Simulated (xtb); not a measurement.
CaF2 (SMILES [F][Ca][F]), singlet, geometry from GFN2-xTB (such geometries of metal compounds can be far from the true shape); GFN1-xTB (xtb).

The xtb input:
```
$ xtb mol.xyz --gfn 1 --acc 0.1 --json

# file mol.xyz
3

Ca     0.48463727    -0.07969732    -0.18176975
F     -0.72534756     1.23563849    -0.79918929
F     -0.35162414    -1.05853334     1.20312207
```

Task: Predict the main parts of the log of this xtb run.

Result: 
```
   ID    Z sym.   atoms
    1   20 Ca     1
    2    9 F      2, 3

           -------------------------------------------------
          |                Calculation Setup                |
           -------------------------------------------------

           -------------------------------------------------
          |                 G F N 1 - x T B                 |
           -------------------------------------------------

          ...................................................
          :                      SETUP                      :
          :.................................................:
          :  # basis functions                  18          :
          :  # atomic orbitals                  17          :
          :  # shells                            7          :
          :  # electrons                        16          :
          :  # halogen bonds                     0          :
          :  max. iterations                   250          :
          :  Hamiltonian                  GFN1-xTB          :
          :  restarted?                      false          :
          :  GBSA solvation                  false          :
          :  PC potential                    false          :
          :  electronic temp.          300.0000000     K    :
          :  accuracy                    0.1000000          :
          :  -> integral cutoff          0.3500000E+02      :
          :  -> integral neglect         0.1000000E-08      :
          :  -> SCF convergence          0.1000000E-06 Eh   :
          :  -> wf. convergence          0.2000000E-05 e    :
          :  Broyden damping             0.4000000          :
          :  net charge                          0          :
          :  unpaired electrons                  0          :
          ...................................................

 iter      E             dE          RMSdq      gap      omega  full diag
   1    -10.5408964 -0.105409E+02  0.945E+00    1.10       0.0  T
   2    -10.8717292 -0.330833E+00  0.737E+00    7.27       1.0  T
   3    -10.9630805 -0.913513E-01  0.475E+00    5.08       1.0  T
   4     -8.7278253  0.223526E+01  0.299E+01    0.01       1.0  T
   5     -9.2127017 -0.484876E+00  0.418E+01    0.47       1.0  T
   6     -9.6177953 -0.405094E+00  0.192E+01    0.42       1.0  T
   7    -10.7722783 -0.115448E+01  0.905E+00    9.66       1.0  T
   8    -10.9453105 -0.173032E+00  0.376E+00    5.52       1.0  T
[...]
         :: total energy             -10.993205354143 Eh    ::
[...]
         4        2.0000           -0.4235237             -11.5247
         5        2.0000           -0.4233528             -11.5200
         6        2.0000           -0.4218248             -11.4784
         7        2.0000           -0.4162568             -11.3269
         8        2.0000           -0.4129694             -11.2375 (HOMO)
         9                         -0.2902578              -7.8983 (LUMO)
        10                         -0.1354142              -3.6848
        11                         -0.1351304              -3.6771
        12                         -0.1128149              -3.0698
        13                         -0.0927704              -2.5244
        14                         -0.0884465              -2.4068
        15                         -0.0557699              -1.5176
        16                          0.0369660               1.0059
        17                          0.1463714               3.9830
      -------------------------------------------------------------
                  HL-Gap            0.1227115 Eh            3.3392 eV
             Fermi-level           -0.3516136 Eh           -9.5679 eV

  Mulliken/CM5 charges         n(s)   n(p)   n(d)
     1Ca    0.92432  1.30648   0.246  0.186  0.644
     2F    -0.46216 -0.65324   1.838  5.624  0.000
     3F    -0.46216 -0.65324   1.838  5.624  0.000

Wiberg/Mayer (AO) data.
largest (>0.10) Wiberg bond orders for each atom

 ---------------------------------------------------------------------------
     #   Z sym  total        # sym  WBO       # sym  WBO       # sym  WBO
 ---------------------------------------------------------------------------
     1  20 Ca   1.951 --     3 F    0.976     2 F    0.976
     2   9 F    0.994 --     1 Ca   0.976
     3   9 F    0.994 --     1 Ca   0.976
 ---------------------------------------------------------------------------

Topologies differ in total number of bonds
Writing topology from bond orders to xtbtopo.mol

 dipole moment from electron density (au)
     X       Y       Z
   2.9365  -0.4829  -1.1014  total (Debye):    8.065

           -------------------------------------------------
          | TOTAL ENERGY              -10.993205354143 Eh   |
          | GRADIENT NORM               0.012970410900 Eh/α |
          | HOMO-LUMO GAP               3.339150997663 eV   |
           -------------------------------------------------

normal termination of xtb
```
